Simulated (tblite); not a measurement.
Species: C7H9O2 (doublet state).
Geometry (GFN2-xTB, Å), atoms numbered from 1 in this order:
```
atom  x, y, z in Å
C1     2.9383   -1.2711    0.1690
C2     1.9222   -0.1464    0.2915
C3     0.5245   -0.5942   -0.0219
O4     0.2095   -1.7138   -0.3451
C5    -0.5217    0.5240    0.0776
O6    -0.2467    1.6105    0.5439
C7    -1.8476    0.1347   -0.4408
C8    -3.0294    0.5792    0.3083
C9    -2.7957    1.2321   -0.9584
H10    2.6851   -2.0794    0.8502
H11    2.9385   -1.6707   -0.8421
H12    3.9356   -0.9100    0.4049
H13    1.9104    0.2721    1.3017
H14    2.1617    0.6823   -0.3802
H15   -1.8531   -0.8283   -0.9369
H16   -3.1125    0.9652    1.3015
H17   -2.4417    2.2587   -0.9724
H18   -3.3862    0.9615   -1.8224
```

Computed geometry: GFN2-xTB, gas phase. This method treats the open shell by occupation alone, without spin polarisation.

Take the most abundant isotopes and a rigid rotor. The values belong to one conformer with, in the numbering `[CH3:1][CH2:2][C:3](=[O:4])[C:5](=[O:6])[C@H:7]1[CH:8][CH2:9]1`, C1–C2–C3–O4 0°, C2–C3–C5–O6 -9°, C3–C5–C7–C8 139°.

**Question.** Give the principal moments of inertia and the rotational constants in MHz.

**Answer.** Ia = 119.72, Ib = 552.44, Ic = 629.66 u·Å²; 505379 MHz·u·Å²/I gives A = 4221, B = 914.8, C = 802.6 MHz.

**Question.** Classify the top.

**Answer.** A near-prolate asymmetric top: κ = (2 × 914.8 − 4221 − 802.6)/(4221 − 802.6) = -0.93.

**Question.** What does the inertial defect say?

**Answer.** Not planar: Δ = Ic − Ia − Ib = -42.50 u·Å². For a rigid frame Δ = −2 Σ m c², so Σ m c² = 21.25 u·Å² lies off the ab plane: 8.59 from hydrogen and 12.66 from heavier atoms. The atom farthest from that plane is 1.57 Å away.

**Question.** Give the other two planar moments, Paa and Pbb, and the rms extents of the mass along the axes.

**Answer.** Paa = Σ m a² = (Ib + Ic − Ia)/2 = 531.19 and Pbb = Σ m b² = (Ia + Ic − Ib)/2 = 98.47 u·Å². With the mass M = 125.06 u, the rms extents √(P/M) along a, b and c are 2.06, 0.89, 0.41 Å.

**Question.** List the rotational levels J(Ka,Kc) to J = 3 (MHz).

**Answer.** Above 0(0,0):
J = 1: 1(0,1) 1717, 1(1,1) 5024, 1(1,0) 5136
J = 2: 2(0,2) 5150, 2(1,2) 8347, 2(1,1) 8683, 2(2,1) 18603, 2(2,0) 18606
J = 3: 3(0,3) 10291, 3(1,3) 13329, 3(1,2) 14002, 3(2,2) 23755, 3(2,1) 23769, 3(3,1) 40570, 3(3,0) 40570
The levels of one J sum to (2J + 1)J(J + 1)(A + B + C)/3.

**Question.** Estimate the classical rotational partition function at 10 K, 50 K and 500 K.

**Answer.** Point group C1, symmetry number σ = 1; q = (√π/σ)·√((kT/h)³/(ABC)), k/h = 20836.6 MHz/K: 3030 at 10 K, 33900 at 50 K, 1070000 at 500 K.

For this open shell read J as N, the rotation without spin; fine and hyperfine splittings come on top. Its GFN2-xTB frequencies are all real (lowest 30 cm⁻¹). Constants of a rigid frame at the computed geometry: no zero-point averaging, no centrifugal distortion.
